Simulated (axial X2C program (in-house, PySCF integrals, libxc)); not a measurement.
# Bond lengths and stretching modes, held linear, of CCuO

Computed with an axial X2C code built on PySCF integrals: two-component X2C with atomic mean-field Coulomb and Gaunt terms, Gaussian nuclei, basis C dyall-v3z, Cu dyall-v3z, O dyall-av3z with contracted cores. Spin-free rows use the one-electron spin-free X2C Hamiltonian.

Masses C 12.000, Cu 62.930, O 15.995 u. States: 2c Ω = 7/2 (beyond evenly filled blocks: ω = 1/2, 2 × ω = 3/2); spin-free M_S = 1/2, Λ = 1 (beyond evenly filled blocks: π+α, π+β, π-α).

MP2, 2c: energies above the lowest point

```json
{"r(C–Cu) (Å)": "1.7053", "r(Cu–O) (Å)": "1.6331", "E (meV)": "429.92"}
{"r(C–Cu) (Å)": "1.7053", "r(Cu–O) (Å)": "1.6750", "E (meV)": "300.37"}
{"r(C–Cu) (Å)": "1.7053", "r(Cu–O) (Å)": "1.7169", "E (meV)": "227.58"}
{"r(C–Cu) (Å)": "1.7490", "r(Cu–O) (Å)": "1.6331", "E (meV)": "320.82"}
{"r(C–Cu) (Å)": "1.7490", "r(Cu–O) (Å)": "1.6750", "E (meV)": "194.97"}
{"r(C–Cu) (Å)": "1.7490", "r(Cu–O) (Å)": "1.7169", "E (meV)": "125.30"}
{"r(C–Cu) (Å)": "1.7490", "r(Cu–O) (Å)": "1.7588", "E (meV)": "101.92"}
{"r(C–Cu) (Å)": "1.7927", "r(Cu–O) (Å)": "1.6331", "E (meV)": "245.10"}
{"r(C–Cu) (Å)": "1.7927", "r(Cu–O) (Å)": "1.6750", "E (meV)": "122.53"}
{"r(C–Cu) (Å)": "1.7927", "r(Cu–O) (Å)": "1.7169", "E (meV)": "55.74"}
{"r(C–Cu) (Å)": "1.8365", "r(Cu–O) (Å)": "1.6750", "E (meV)": "83.15"}
{"r(C–Cu) (Å)": "1.8365", "r(Cu–O) (Å)": "1.7588", "E (meV)": "0.00"}
```

Question: Fit a quadratic surface with cubic terms in each bond: where is the minimum, and what are the two stretching wavenumbers?

Answer: At MP2, 2c: bonds 1.859 and 1.755 Å; harmonic stretches 638.5 and 708.8 cm⁻¹; force constants 2.81, 3.38 and coupling 0.25 mdyn/Å.

The other levels and Hamiltonians give:

| Hamiltonian | level | r(C–Cu) (Å) | r(Cu–O) (Å) | lower stretch (cm⁻¹) | upper stretch (cm⁻¹) |
| --- | --- | --- | --- | --- | --- |
| 2c | PBE0 | 1.759 | 1.758 | 606.6 | 668.5 |
| 2c | HF | 1.947 | 1.804 | 553.8 | 642.2 |
| 2c | r2SCAN | 1.762 | 1.716 | 656.4 | 671.1 |
| spin-free | PBE0 | 1.753 | 1.749 | 615.5 | 703.3 |
| spin-free | r2SCAN | 1.760 | 1.728 | 638.1 | 719.5 |

Each state is one determinant, the lowest of a limited PBE0 search; the stretches come from a fit to these few points and carry an uncertainty of a few per cent. Other orders of the atoms were not compared. Left out for rough or failed fits: HF spin-free, MP2 spin-free. MP2 freezes inner shells (threshold -2 hartree). The molecule was held linear; bending was not examined, so a bent shape may lie lower. Note: functional without a current term on a determinant with orbital currents, of the molecule or an atom. Note: several unpaired electrons, one determinant need not be a pure state.
